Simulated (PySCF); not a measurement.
Pd(2+): ionisation energy

Pd(2+) [Kr] 4d8 (3F) → Pd(3+) [Kr] 4d7 (4F), as a difference of total energies. All numbers are calculated (PySCF 2.14, the spin-free X2C one-electron Hamiltonian (Gaussian nucleus), in x2c-QZVPPall with one added diffuse shell each of s, p, d, f, g type (14s9p8d5f3g, 143 functions)). Correlated levels: valence: [Kr] frozen; valence and next inner shell: [Ar] 3d10 frozen. The calculations carry no spin-orbit coupling.

Q: Order these methods by the ionisation energy they give, lowest first.
A. r2SCAN
B. SCS-MP2 (valence)
C. MP2 (valence and next inner shell)
D. PBE0

A: B (32.820 eV), C (32.868 eV), D (33.020 eV), A (33.047 eV).

A first-order spin-orbit estimate (lowest level to lowest level, LS coupling) adds -0.026 eV.

For comparison: 32.93 eV (semi-empirical (NIST evaluation); NIST Atomic Spectra Database, ionization energies).
